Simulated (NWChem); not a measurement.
SiHCl, singlet; SMILES [SiH]Cl

Program: NWChem. Pople sets run with spherical d functions. Low-valent species are run as closed-shell singlets; no triplet was tried in these runs. Geometry: optimised at B3LYP/6-31G* (spherical d). Ions are spin-unrestricted doublets at the neutral geometry; other ion states weren't tried.

```tsv
level	vertical ionisation energy, ΔSCF (eV)	−ε(HOMO) (eV)	ΔSCF minus −ε(HOMO) (eV)
B3LYP/6-31+G*	(withheld)	(withheld)	(withheld)
PBE/6-31+G*	9.35	6.04	3.31
M06-2X/6-31+G*	9.63	8.19	1.44
r2SCAN/6-31+G*	9.40	6.26	3.14
BHandHLYP/6-31+G*	9.56	8.16	1.40
```

**Question.** What belongs in the gaps?

**Answer.** 
- B3LYP/6-31+G*, vertical ionisation energy, ΔSCF (eV): 9.55
- B3LYP/6-31+G*, −ε(HOMO) (eV): 6.97
- B3LYP/6-31+G*, ΔSCF minus −ε(HOMO) (eV): 2.58
